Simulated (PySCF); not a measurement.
## Calculated NMR parameters of OCc1ccccn1

| Property | Result |
| --- | --- |
| Formula | C6H7NO |
| SMILES | OCc1ccccn1 |
| InChI | InChI=1S/C6H7NO/c8-5-6-3-1-2-4-7-6/h1-4,8H,5H2 |
| Point group of the computed structure | Cs |
| Degrees of unsaturation | 4 |
| Carbon signals | 6 |
| Proton signals | 6 |

Atoms are numbered as in `[OH:1][CH2:2][c:3]1[cH:4][cH:5][cH:6][cH:7][n:8]1`. Each H is labelled by its parent atom.

One conformer, in vacuum, fast rotation and ring inversion assumed for equivalent nuclei, no relativistic terms. Structure optimised with GFN2-xTB; GIAO PBE0/pcSseg-1 shieldings; PySCF 2.14.

References, each an isolated molecule treated in the same way: 1H and 13C vs TMS; NH3 for 15N; 17O vs H2O.

```tsv
carbon	δC, type	δH (multiplicity)	HMBC from (2–3 bonds)	span of the C tensor (ppm)
C2	67.0, CH2	5.22 (s)	H(C4)	61
C3	166.4, C	–	H(C7), H(C5), H(C4), H(C2)	227
C4	125.6, CH	7.34 (d)	H(C5), H(C6), H(C2)	220
C5	142.5, CH	7.97 (m)	H(C7), H(C6), H(C4)	252
C6	126.5, CH	7.37 (m)	H(C7), H(C5), H(C4)	228
C7	154.0, CH	8.87 (d)	H(C5), H(C6)	223
```

Other nuclei:
| atoms | nucleus | environment | δ (ppm) | σ (ppm) |
| --- | --- | --- | --- | --- |
| H(O1) | 1H | hydrogen on an alcohol oxygen | 4.38 | 27.34 |
| N8 | 15N | pyridine-type ring nitrogen | 326.6 | -58.9 |
| O1 | 17O | alcohol oxygen | 1.4 | 334.7 |

- Carbon types of the structure: 1 × C, 4 × CH, 1 × CH2, leaving 1 H on heteroatoms.
- δC 166.4: substituted aromatic carbon next to a ring nitrogen.
- δC 154.0: aromatic CH next to a ring nitrogen; the adjacent pyridine-type nitrogen withdraws density from it.
- δC 142.5, 126.5, 125.6: aromatic CH.
- δC 67.0: sp3 CH2 bonded to O, on an aromatic ring; deshielded by the electronegative neighbour.
- δH 8.87: hydrogen on an aromatic CH next to a ring nitrogen; ring current plus the neighbouring ring nitrogen.

OH/NH shifts are gas-phase values; hydrogen bonding in solution moves them, usually downfield. Shifts are as computed. Against solution values, carbons near 30 ppm lie about +3 ppm off and those near 130 ppm about +5 ppm. Of 1211 compounds with measured shifts, 218 miss one by over three times the rms of a fit or turn the order of signals round; such compounds aren't used in these exercises. Experimental scales use liquid or dissolved standards, which lie at an offset from isolated NH3 (liquid NH3: subtract about 20 ppm) and H2O (liquid H2O: subtract about 36 ppm). Unscaled 15N shifts of sp2 nitrogen come out 20 to 40 ppm too high even then. Multiplicities follow the n + 1 count of equivalent neighbours, as no J values were calculated; m marks all less simple cases, F and P coupling included.
